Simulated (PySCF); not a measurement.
# Run times: indium in aug-cc-pwCVQZ-PP with ECP28MDF

Measured wall times of calculations with PySCF 2.14 in aug-cc-pwCVQZ-PP with ECP28MDF (10s10p8d6f4g1h, 169 functions), with a scalar-relativistic core potential, run from one Python driver. Hardware: 1 thread of Neoverse-V1 on a shared host, 3 GiB allowed. The two-electron integrals over 169 functions were computed once and kept in memory (12 CPU seconds with the set-up); the times below exclude them. Kohn-Sham runs start from converged Hartree-Fock orbitals.

Launch command (the driver calls PySCF for each step listed in the task file):

```bash
OMP_NUM_THREADS=1 python atomrun2.py TASK.json OUT
```

| species | step | iterations | wall time (s) |
| --- | --- | --- | --- |
| In⁻ [Kr] 4d10 5s2 5p2 | UHF | 8 | 20 |
| In⁻ [Kr] 4d10 5s2 5p2 | LDA | 8 | 3.1 |
| In⁻ [Kr] 4d10 5s2 5p2 | PBE | 7 | 3.4 |
| In⁻ [Kr] 4d10 5s2 5p2 | PBE0 | 8 | 13 |
| In⁻ [Kr] 4d10 5s2 5p2 | r2SCAN | 9 | 12 |
| In⁻ [Kr] 4d10 5s2 5p2 | MP2 (4 electrons) |  | 6.5 |

Roughly how long does MP2 (22 electrons) take for In⁻ [Kr] 4d10 5s2 5p2 here?

About 14 s.

Peak memory of the process: 1.3 GiB. Times on a shared host vary from run to run.
